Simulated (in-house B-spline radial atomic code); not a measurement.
**PBE hybrid excitations of Si4+**

Method: PBE hybrid with 0.8 exact exchange. Computed with an all-electron radial atomic-structure program (B-spline basis): linear response of the closed shell [He] 2s2 2p6 with the functional's adiabatic kernel; non-relativistic, point nucleus, no spin-orbit coupling, no double excitations, S, P, D and F terms only. Only terms of natural parity with L up to 3 were computed.

Command:
```bash
python run_td.py task.json out
```
Settings (radii: box in bohr, nucleus in fm):
```
Z                        14
electrons                10
configuration            [He] 2s2 2p6
hamiltonian              nr
method                   pbeh
box_radius               19.1
exact_exchange_fraction  0.8
intervals                51
```

Cost of the run: 0.2 s on 1 thread of AMD EPYC 9R14 (Zen 4) (shared host).

The lowest states, in the order of their Tamm-Dancoff energies; the method's threshold (minus the highest occupied level) is 165.64 eV. Labels give the largest channel, * marks a mixed state, and oscillator strengths are full-response dipole values. Semilocal kernels can invert the small singlet-triplet splittings of Rydberg terms. Energies in eV:

| state | full response | Tamm-Dancoff | oscillator strength |
| --- | --- | --- | --- |
| 2p → 3s 3P | ? | ? | - |
| 2p → 3s 1P | 106.04 | 106.06 | 0.242 |
| 2p → 3p 3S | 112.83 | 112.93 | - |
| 2p → 3p 3D | 114.52 | 114.56 | - |
| 2p → 3p 1D | 115.35 | 115.36 | - |
| 2p → 3p 1S | 120.39 | 120.82 | - |
| 2p → 3d 3P | 127.06 | 127.07 | - |
| 2p → 3d 3F | 127.48 | 127.50 | - |
| 2p → 3d 1F | ? | ? | - |
| 2p → 3d 1P | 129.36 | 129.45 | 1.07 |
| 2p → 4s 3P | 136.77 | 136.78 | - |
| 2p → 4s 1P | 137.10 | 137.10 | 0.0433 |
| 2p → 4p 3S | 139.59 | 139.61 | - |
| 2p → 4p 3D | 140.15 | 140.16 | - |
| 2p → 4p 1D | 140.40 | 140.41 | - |
| 2p → 4p 1S | 142.06 | 142.21 | - |

(1) Where does 2p → 3s 3P lie?

(2) Where does 2p → 3d 1F lie?

(3) How large is the singlet-triplet splitting of 2p → 3s (P terms) in Tamm-Dancoff?

(4) What polarisabilities and dispersion coefficient does the method give?

## Answers

(1) At 104.89 eV in full response, 104.92 eV in Tamm-Dancoff.

(2) At 127.94 eV in full response, 127.94 eV in Tamm-Dancoff.

(3) 1.13 eV, from the unrounded values.

(4) Dipole 0.1635 bohr³, quadrupole 0.1034 bohr⁵, C6 0.1207 hartree·bohr⁶ for two such species.
